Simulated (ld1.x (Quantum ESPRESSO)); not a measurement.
## Before and after: RRKJ potential for Te (Z = 52)

Te (Z = 52), norm-conserving RRKJ (Kleinman–Bylander form), made with ld1.x (Quantum ESPRESSO) 7.5 (PBE, scalar-relativistic). Core [Kr], reference 4d10 5s2 5p2 (charge +2). Waves: 5p (bound): rc 1.85 bohr; 4d (bound): rc 1.20 bohr; 5s (bound): rc 1.50 bohr. Local part: the s channel. Core correction: none. rho0 = 0.005.

All-electron outer shells of the reference configuration (PBE, scalar-relativistic, ld1.x):

```
shell  level (eV)  outermost node (bohr)  outermost maximum (bohr)
   4p     -133.82                   0.38                      0.74
   4d      -60.99                   0.36                      0.81
   5s      -32.71                   0.91                      1.75
   5p      -22.30                   0.99                      2.04
```

Change: all radii scaled by about 0.89 (s 1.34, p 1.64, d 1.06 bohr).

Cutoffs: the cutoffs (Ry, on a coarse ladder) from which the occupation-weighted sum of valence levels, in a spherical-Bessel basis at the reference potential, stays within 10 and 1 mRy of its value at 400 Ry; they do not see the model core or the augmentation charge, which bear on the density cutoff. Errors are all-electron minus pseudo energies relative to the spin-unpolarised reference configuration.

**Question.** Predict the effect on cutoff, ghosts and configuration errors.

**Answer.** The potential gets harder (100 Ry and 140 Ry → 160 Ry and 260 Ry); a bound ghost appears in p, which as a rule spoils a file; of the 7 tests that both files solve, the error grows in 1 and shrinks in 3 by more than 15 % and 0.3 meV (median size 16.6 → 17.5 meV). A smaller radius makes the pseudo-wave follow the all-electron one further in, where it bends more sharply, so more plane waves are needed.

```tsv
quantity	base	changed
cutoff, loose	100 Ry	160 Ry
cutoff, tight	140 Ry	260 Ry
loose cutoff by channel (10 mRy a level)	p 15 Ry, d 90 Ry, s 35 Ry	p 35 Ry, d 90 Ry, s 45 Ry
bound ghosts	none	p
error for 4d10 5s2 5p4, meV [ΔE -27.65 eV]	+17	+18
error for 4d10 5s2 5p3, meV [ΔE -17.92 eV]	+8.2	+9.0
error for 4d10 5s2 5p1, meV [ΔE 26.90 eV]	+0.5	+3.8
error for 4d10 5s1 5p4, meV [ΔE -8.08 eV]	-4.5	+0.5
error for 4d9 5s2 5p4, meV [ΔE 21.60 eV]	-514	-202
error for 4d9 5s2 5p5, meV [ΔE 10.60 eV]	-584	-282
error for 4d10 5s0 5p6, meV [ΔE -8.95 eV]	-26	-28
```

 A true bound ghost makes a file unfit for plane-wave use even where its test errors are small: the radial tests pick states by their node count and pass the ghost by.
